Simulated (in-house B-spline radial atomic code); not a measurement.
Orbital energies and mean radii along the 57-electron series, configuration 1s2 2s2 2p6 3s2 3p6 3d10 4s2 4p6 4d10 4f5/2(6) 4f7/2(5). The effective charge is n√(-2ε), a non-relativistic measure. Computed with a B-spline radial code for spherical atoms: Dirac-Hartree-Fock, jj configuration that fills j = l - 1/2 first, finite nuclei.

| ion | Z | energy of 4p1/2 (Eh) | mean radius of 4p1/2 (bohr) | energy of 4p3/2 (Eh) | mean radius of 4p3/2 (bohr) | effective charge of 4p1/2 |
| --- | --- | --- | --- | --- | --- | --- |
| Hf15+ | 72 | -28.801 | 0.47126 | -26.452 | 0.50005 | 30.358 |
| Ta16+ | 73 | -30.944 | 0.46047 | -28.409 | 0.48932 | 31.467 |
| W17+ | 74 | -33.172 | 0.45007 | -30.439 | 0.47898 | 32.581 |
| Re18+ | 75 | -35.485 | 0.44003 | -32.542 | 0.469 | 33.698 |
| Os19+ | 76 | -37.884 | 0.43034 | -34.716 | 0.45939 | 34.818 |
| Ir20+ | 77 | -40.368 | 0.42099 | -36.961 | 0.45012 | 35.941 |
| Pt21+ | 78 | -42.937 | 0.41196 | -39.276 | 0.44118 | 37.067 |
| Au22+ | 79 | -45.593 | 0.40323 | -41.662 | 0.43255 | 38.196 |
| Hg23+ | 80 | -48.335 | 0.39479 | -44.118 | 0.42422 | 39.328 |
| Tl24+ | 81 | -51.164 | 0.38663 | -46.644 | 0.41618 | 40.463 |

Problem. How does the screening of 4p1/2 change?

Solution. Z less the effective charge goes from 41.64 at Z = 72 to 40.54 at Z = 81.
